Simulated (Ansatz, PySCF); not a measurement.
System: CsO, charge 0, multiplicity 2. 
Structure (B3LYP-D3(BJ)/def2-TZVP (Ansatz, a program for electronic structure) minimum search):
```xyz
2

Cs     0.0000     0.0000    -0.3020
O      0.0000     0.0000     2.0766
```
Charge 0, spin multiplicity 2.

Dipole moments at this geometry, in debye (magnitudes).

```
level               program  dipole (D)
------------------  -------  ----------
PBE/def2-TZVPD       Ansatz  (withheld)
B97M-V/def2-TZVPD    Ansatz        8.06
r2SCAN0/def2-TZVPD   Ansatz        8.13
PW6B95/def2-TZVPD     PySCF        8.07
MN15/def2-TZVPD       PySCF        8.09
HSE06/def2-TZVPD     Ansatz        8.01
wB97M-V/def2-TZVPD   Ansatz        8.20
wB97X-V/def2-TZVPD   Ansatz        8.25
CCSD(T)/def2-SVPD    Ansatz  (withheld)
```

**Question.** Complete the blanks.

**Answer.** 
- PBE/def2-TZVPD, dipole (D): 7.77
- CCSD(T)/def2-SVPD, dipole (D): 8.61
